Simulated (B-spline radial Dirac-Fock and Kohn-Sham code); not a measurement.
## How the binding energies of Lu³³⁺ add up

System: Lu³³⁺, configuration [Kr] 4d2; nuclear rms radius 5.37 fm (A = 175).

These are calculated numbers from a radial finite-basis atomic code; the model is Dirac-Fock ΔSCF + Breit + QED. No correlation. Energies are counted from the vacuum level.

All terms are in eV, carry their sign (relaxation lowers the binding energy) and add up to the binding energy; ⟨r⟩ is the mean radius of the orbital in the initial state.

```csv
subshell,−ε (Koopmans),relaxation,Breit,QED,binding energy,⟨r⟩ (bohr)
K,65032.0,-59.09,-201.07,-104.31,64667.6,0.019
L1,12300.9,-24.87,-22.47,-14.91,12238.7,0.081
L2,11777.1,-29.09,-36.66,0.21,11711.6,0.067
L3,10656.9,-26.41,-22.75,-1.32,10606.4,0.075
M1,3835.6,-6.28,-4.34,-3.47,3821.5,0.210
M2,3606.9,-7.00,-7.16,-0.01,3592.7,0.200
M3,3358.6,-6.20,-4.22,-0.32,?,0.213
M4,2978.1,-8.03,-3.17,0.30,2967.2,0.187
M5,2924.4,-7.67,-2.07,0.15,2914.8,0.191
N1,1671.8,-0.88,-1.27,-1.03,1668.6,0.435
N2,1567.8,-0.95,-2.04,0.00,1564.8,0.434
N3,1494.6,-0.84,-1.18,-0.09,1492.5,0.455
"N4,5",1335.6,-0.88,-0.60,0.06,1334.2,0.453
```

Question: Which binding energy belongs in the row of M3?

Answer: 3347.8 eV, the sum of the terms in that row (to rounding).

For the deepest level, K (1s), the Breit terms make up -0.311 % of the binding energy, QED -0.161 % and orbital relaxation -0.091 %.

Spin-orbit splittings: 2p 1105.2 eV, 3p 244.9 eV, 3d 52.40 eV, 4p 72.35 eV.

Going to the tabulated ground configuration of the next ion removes an electron from N4,5 (4d), computed at 1334.2 eV. NIST lists 1345 ± 5 eV as the ionisation energy of this species (theoretical), +10.82 eV from the computed value. Where a p, d or f shell is open in either ion the computed value averages over both j values and all terms, while the table refers to the lowest levels; that difference holds spin-orbit splitting (largest in heavy or highly charged ions), term energies where several electrons share open shells, and correlation, and it can reach 10 % or more.
